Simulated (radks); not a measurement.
All-electron atom: the molybdenum ion Mo33+ in [He] 2s2 2p5. All-electron calculation, Dirac Kohn-Sham, Wu-Cohen GGA, spin-unpolarised, spherical densities, finite nucleus; open shells fill j = l - 1/2 first; Fermi nuclear charge, rms radius 4.4091 fm. Program: a radial shooting solver on a logarithmic mesh with Libxc functionals.

Normalised radial functions P(r) = r R(r) (large component), r in bohr:

```
   r/bohr * 1s1/2, o 2s1/2, + 2p1/2 (the largest magnitude, 4.72, reaches the edge; | marks zero, & curves that meet)
 0.003444                             +  o      *
 0.003791                             +   o      *
 0.004173                             +   o       *
 0.004593                             +   o        *
 0.005056                             +    o        *
 0.005566                             +    o        *
 0.006127                             |+   o          *
 0.006744                             |+    o          *
 0.007423                             |+    o           *
 0.008171                             |+    o            *
 0.008995                             |+     o            *
 0.009901                             |+     o             *
   0.0109                             |+     o              *
    0.012                             | +    o               *
  0.01321                             | +     o               *
  0.01454                             | +     o                *
    0.016                             |  +    o                 *
  0.01761                             |  +    o                 *
  0.01939                             |  +    o                  *
  0.02134                             |   +   o                  *
  0.02349                             |   +  o                   *
  0.02586                             |    + o                   *
  0.02846                             |     &                   *
  0.03133                             |    o +                  *
  0.03449                             |   o  +                 *
  0.03796                             |  o    +              *
  0.04179                             | o      +            *
    0.046                             o         +         *
  0.05063                           o |          +      *
  0.05574                          o  |           +   *
  0.06135                        o    |            +*
  0.06753                      o      |           * +
  0.07434                    o        |         *    +
  0.08183                  o          |       *      +
  0.09007                o            |     *        +
  0.09915               o             |    *          +
   0.1091              o              |  *           +
   0.1201             o               | *            +
   0.1322             o               | *           +
   0.1456              o              |*           +
   0.1602               o             |*          +
   0.1764                o            *          +
   0.1942                 o           *        +
   0.2137                   o         *       +
   0.2352                     o       *     +
    0.259                       o     *    +
    0.285                        o    *   +
   0.3138                          o  *  +
   0.3454                           o * +
   0.3802                            o*+
   0.4185                            o*+
   0.4606                             &
   0.5071                             &
```

1s1/2: eigenvalue -21845 eV, 0 radial nodes, <r> = 0.0351 bohr, 90 % of the charge inside 0.0629 bohr. 2s1/2: eigenvalue -4646.0 eV, 1 radial node at r = 0.0465 bohr, <r> = 0.149 bohr, 90 % of the charge inside 0.229 bohr. 2p1/2: eigenvalue -4462.7 eV, 0 radial nodes, <r> = 0.126 bohr, 90 % of the charge inside 0.206 bohr.
